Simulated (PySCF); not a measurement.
## Phosphorus: a sound run and one with changed settings

Sound run: P²⁺ [Ne] 3s2 3p1, P³⁺ [Ne] 3s2. Calculation: PySCF 2.14, in x2c-TZVPall; the spin-free X2C one-electron Hamiltonian (Gaussian nucleus). In the sound run the correlated levels freeze [Ne]. The sound run starts from symmetry-adapted Hartree-Fock orbitals and uses a fine grid where one is needed.

Changed run: a valence shell is frozen. This setting is unsound on purpose.

Ionisation energy of P²⁺:

```tsv
method	sound run (eV)	changed run (eV)
UHF	29.574	29.574
MP2	29.845	29.574
SCS-MP2	29.833	29.574
CCSD	29.973	29.574
CCSD(T)	30.000	29.574
CCSDT	n/a	29.574
FCI	n/a	29.574
```

Freezing a valence shell removes pair correlation that changes on ionisation.

For comparison, NIST gives 30.203 eV between the lowest levels.
